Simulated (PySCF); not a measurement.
Job file and geometry (Å, from GFN2-xTB) of an NMR shielding run on `InChI=1S/C6H10ClNSi/c1-2-3-5-9(7)6-4-8/h2,9H,1,3,5-6H2/t9-/m0/s1`, GIAO PBE0/pcSseg-1 NMR shielding, non-relativistic, gas phase in PySCF 2.14.0, density-fitted response routines; density fitting, a coarse starting grid and PySCF grid level 2 are the driver's defaults:

```
$ OMP_NUM_THREADS=1 python probes_run.py task.json out

{"job": {"kind": "nmr", "xc": "PBE0", "basis": "pcSseg-1"}, "charge": 0, "multiplicity": 1}
C      3.396292     0.568357     0.011040
C      2.145041     0.973963    -0.090417
C      0.969976     0.061361    -0.244034
C      0.031522     0.186979     0.967215
Si    -1.455855    -0.998926     0.913914
Cl    -0.828021    -2.920992     0.810685
C     -2.473591    -0.678505    -0.688785
C     -2.862452     0.693351    -0.785393
N     -3.154486     1.797975    -0.843457
H      3.656868    -0.476939    -0.027518
H      4.213753     1.258413     0.131588
H      1.905572     2.028647    -0.045449
H      0.425641     0.334529    -1.152347
H      1.314816    -0.969643    -0.344637
H      0.612951     0.008247     1.874282
H     -0.325360     1.216644     1.027231
H     -2.324526    -0.843264     2.080097
H     -1.885214    -0.933851    -1.573169
H     -3.372731    -1.297096    -0.698693
```

**Question.** What does the program print?

**Answer.** 
```
coarse grid: 17032 points
cycle   1  E = -1038.2994010345  dE =  9.879e-01  |g| = 5.831e-01  |ddm| = 3.978e+00
cycle   2  E = -1038.1548377179  dE =  1.446e-01  |g| = 1.001e+00  |ddm| = 1.434e+00
cycle   3  E = -1038.3781583996  dE = -2.233e-01  |g| = 2.232e-01  |ddm| = 9.347e-01
cycle   4  E = -1038.3891013646  dE = -1.094e-02  |g| = 3.899e-02  |ddm| = 1.748e-01
cycle   5  E = -1038.3894275591  dE = -3.262e-04  |g| = 9.712e-03  |ddm| = 4.160e-02
cycle   6  E = -1038.3894499858  dE = -2.243e-05  |g| = 2.966e-03  |ddm| = 1.191e-02
cycle   7  E = -1038.3894518122  dE = -1.826e-06  |g| = 1.225e-03  |ddm| = 3.243e-03
final grid: 155632 points
cycle   8  E = -1038.4413199061  dE = -4.407e-05  |g| = 8.051e-03  |ddm| = 3.068e-02
cycle   9  E = -1038.4413178829  dE =  2.023e-06  |g| = 8.398e-03  |ddm| = 1.380e-02
cycle  10  E = -1038.4413359240  dE = -1.804e-05  |g| = 7.722e-04  |ddm| = 7.069e-03
cycle  11  E = -1038.4413360016  dE = -7.753e-08  |g| = 4.587e-04  |ddm| = 9.020e-04
cycle  12  E = -1038.4413360435  dE = -4.195e-08  |g| = 1.349e-04  |ddm| = 3.695e-04
cycle  13  E = -1038.4413360472  dE = -3.656e-09  |g| = 4.034e-05  |ddm| = 1.138e-04
cycle  14  E = -1038.4413360475  dE = -3.572e-10  |g| = 1.229e-05  |ddm| = 3.873e-05
converged SCF energy = -1038.4413360475

GIAO shielding tensors (ppm)
atom      isotropic    diamagn.    paramagn.     s11        s22        s33       span
  0 C       65.358     253.161    -187.803    -45.505     84.352    157.227    202.731
  1 C       38.121     256.517    -218.395    -86.224     46.981    153.607    239.831
  2 C      155.827     250.793     -94.966    146.148    148.765    172.570     26.422
  3 C      166.657     257.384     -90.727    158.004    161.528    180.439     22.435
  4 Si     342.630     879.474    -536.844    299.519    359.024    369.347     69.829
  5 Cl     978.464    1149.360    -170.897    930.219    971.835   1033.337    103.119
  6 C      183.193     256.320     -73.127    165.547    178.496    205.537     39.990
  7 C       66.866     261.465    -194.598    -48.226    -43.941    292.767    340.993
  8 N      -30.436     340.527    -370.963   -205.030   -192.199    305.921    510.951
  9 H       26.241      31.751      -5.510     22.754     25.261     30.708      7.954
 10 H       26.392      28.035      -1.643     23.521     25.172     30.483      6.962
 11 H       25.496      32.049      -6.553     22.791     24.579     29.119      6.328
 12 H       29.563      35.371      -5.808     24.443     30.370     33.875      9.432
 13 H       29.599      35.059      -5.460     24.344     31.450     33.002      8.658
 14 H       30.854      33.492      -2.638     26.838     29.614     36.109      9.272
 15 H       30.291      35.442      -5.151     26.575     28.748     35.550      8.975
 16 H       26.329      28.231      -1.903     22.664     24.341     31.981      9.317
 17 H       29.804      32.328      -2.524     26.314     28.782     34.317      8.003
 18 H       29.769      25.382       4.387     23.988     28.949     36.370     12.382
```

**Question.** Turn these shieldings into chemical shifts. Shifts are taken against calculated references (same method and geometry level): 13C (186.93 ppm) and 29Si (349.16 ppm) and 1H (31.72 ppm) against TMS; 35Cl (949.78 ppm) vs HCl; 15N (267.73 ppm) against NH3.

**Answer.** Averaging equivalent atoms: C 1: 148.8; C 0: 121.6; C 7: 120.1; C 2: 31.1; C 3: 20.3; C 6: 3.7; Si 4: 6.5; Cl 5: -29; N 8: 298.2; H 11: 6.22; H 9: 5.48; H 16: 5.39; H 10: 5.32; H 12: 2.15; H 13: 2.12; H 18: 1.95; H 17: 1.91; H 15: 1.43; H 14: 0.86 ppm. Experimental scales use liquid or dissolved standards, which lie at an offset from isolated NH3 (liquid NH3: subtract about 20 ppm). Unscaled 15N shifts of sp2 nitrogen come out 20 to 40 ppm too high even then.

Size and cost of the density-fitted run: 217 basis functions, 100 s wall time on 1 thread of an Intel Xeon, shared host; peak memory 1 GiB.
